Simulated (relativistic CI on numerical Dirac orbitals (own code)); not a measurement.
Rh7+: M2,3 absorption edge

Computed with this model: Dirac-Coulomb-Breit CI, separate exchange-only KLI orbitals for each configuration, model QED (radiative potential, 1s self-energy scaled to tabulated hydrogen-like ionisation energies), valence Slater integrals scaled by 0.8, multiplet model of core-to-valence dipole absorption; configurations [Kr] 4d2 → [Ne] 3s2 3p5 3d10 4s2 4p6 4d3; 80 K; Lorentzian 2 eV and Gaussian 0.4 eV FWHM. Energies are those of the free ion, without screening or charge transfer. The branching ratio is the share of the lower-energy edge in the whole absorption, uncertain by about 0.02 where the edges overlap. S is read from ⟨S²⟩ = S(S + 1).

Field parameters in Wybourne normalisation: D4h B²₀ = −7Ds, B⁴₀ = 21(Dq − Dt), B⁴₄ = 21√(5/14) Dq. The field is a parameter set, without covalency.

Peaks in eV (height, largest 100): 513.5 (100), 537.2 (19), 539.2 (14).

(1) Which surroundings give this spectrum?
A. D4h, 10Dq = 23950, Ds = -1500, Dt = 760 cm⁻¹
B. free ion
C. D4h, 10Dq = 23950, Ds = 430, Dt = 760 cm⁻¹

Answers

(1) B. free ion, where the ground state has S = 0.98.
